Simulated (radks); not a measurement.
Results of a calculation; reference values are marked as such.
Valence configurations of the rhenium ion Re+ (all share [Xe]). Level of theory: scalar-relativistic Kohn-Sham, PBE, spin-polarised, spherical densities, finite nucleus; open shells are filled with parallel spins first (spin-orbit coupling, left out, can overturn this in heavy ions); Fermi nuclear charge, rms radius 5.3698 fm (a radial shooting solver on a logarithmic mesh with Libxc functionals). Energies are relative to 4f14 5d5 6s1; eigenvalues in eV for spin up.

valence               E (eV)  moment (Bohr magnetons)    e(4f)    e(5d)   e(6p)    e(6s)
4f14 5d5 6s1           0.000                        6  -49.762  -14.125       -  -13.571
4f14 5d5.5 6s0.5       1.530                        5  -48.483  -13.112       -  -12.988
4f14 5d6               2.963                        4  -47.268  -12.128       -        -
4f14 5d5 6p1           6.156                        6  -51.288  -15.433  -8.243        -
4f13 5d6 6s1          42.665                        6  -60.153  -15.308       -  -13.773
4f13 5d5.5 6s1.5      43.160                        6  -61.706  -16.426       -  -14.228
4f13 5d5 6s2          43.769                        6  -63.306  -17.578       -  -14.683
4f13 5d6 6p1          48.944                        6  -61.693  -16.649  -8.344        -
4f12 5d7 6s1          93.141                        6  -70.927  -16.417       -  -13.891
4f12 5d5.5 6s1.5 6p1  101.95                        8  -77.490  -21.581  -9.456  -16.663

NIST lists [Xe] 4f14 5d5 6s1 as the ground configuration; this level of theory agrees among the configurations tried. The energies are those of spherical high-spin densities, not of single terms.
